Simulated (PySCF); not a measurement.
Assignment exercise: C$_{7}$H$_{5}$FO

Cartesian coordinates in Å; atom numbers follow the order of the lines, from 1:
```xyz
14

O     3.001   -1.064   -0.304
C     2.316   -0.115   -0.121
F     2.917    1.104    0.049
C     0.859   -0.029   -0.043
C     0.199    1.180    0.178
C    -1.181    1.203    0.241
C    -1.906    0.031    0.087
C    -1.253   -1.173   -0.133
C     0.125   -1.208   -0.199
H     0.769    2.089    0.297
H    -1.695    2.137    0.411
H    -2.985    0.057    0.138
H    -1.823   -2.082   -0.254
H     0.657   -2.132   -0.369
```

PySCF 2.14 calculation with shieldings: GIAO PBE0/pcSseg-1 and structure optimised with GFN2-xTB; one computed conformer, no solvent model, non-relativistic, one averaged value for each set of equivalent atoms.

Scale: $^{13}$C (σ = 186.93 ppm) and $^{1}$H (σ = 31.72 ppm) vs TMS (reference shieldings calculated alike).

Q: Assign these signals to the numbered atoms. $^{13}$C{$^{1}$H} NMR (computed): δ 165.9 (C), 141.6 (CH), 139.6 (CH), 134.4 (CH), 129.7 (C).

A: 
| δ (ppm) | atoms | environment | reason |
| --- | --- | --- | --- |
| 165.9 | C2 | carbonyl carbon | – |
| 141.6 | C7 | aromatic CH | – |
| 139.6 | C5/C9 | aromatic CH | the aromatic region |
| 134.4 | C6/C8 | aromatic CH | – |
| 129.7 | C4 | substituted aromatic carbon | – |

Q: Assign these signals to the numbered atoms. $^{1}$H NMR (400 MHz, computed): δ 8.55 (m, 2H), 7.98 (m, 1H), 7.85 (m, 2H).

A: 
```tsv
δ (ppm)	atoms	environment	reason
8.55	H10/H14	hydrogen on an aromatic CH	ring current plus the deshielding of an ortho carbonyl group
7.98	H12	hydrogen on an aromatic CH	–
7.85	H11/H13	hydrogen on an aromatic CH	–
```

Splittings by $^{19}$F in the carbon and heteronuclear signals aren't shown, as no couplings were computed. Shifts are as computed. Against solution values, carbons near 30 ppm lie about +3 ppm off and those near 130 ppm about +5 ppm. Of 1211 compounds with measured shifts, 218 miss one by over three times the rms of a fit or turn the order of signals round; such compounds aren't used in these exercises. Multiplicities follow the n + 1 count of equivalent neighbours, as no J values were calculated; m marks all less simple cases, F and P coupling included.
